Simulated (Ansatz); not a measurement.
Mo(NH)2(Cl)2 (Cl2H2MoN2), SMILES [NH]=[Mo](=[NH])([Cl])[Cl], multiplicity 1.

Geometry: PBE0-D3(BJ)/def2-SVP. The spin state was assumed, not searched. The structure was generated by enumeration; whether it is a known compound was not checked. The def2 effective core potentials stand for the cores of Mo; spin–orbit coupling is left out.

Two levels are set side by side: PBE/def2-SVPD (Ansatz, a program for electronic structure) and PBE0/def2-SVPD (Ansatz). Energy differences of separate SCF runs at the same geometry; the states with an electron removed or added have multiplicity 2 and 2. Differences are taken from unrounded values.

| quantity | PBE0 | PBE | PBE minus PBE0 |
|---|---|---|---|
| vertical ionisation energy (eV) | 10.30 | 9.94 | -0.36 |
| vertical electron affinity (eV) | 1.24 | 0.88 | -0.36 |
| vertical singlet–triplet gap (eV) | 3.34 | 3.47 | 0.12 |
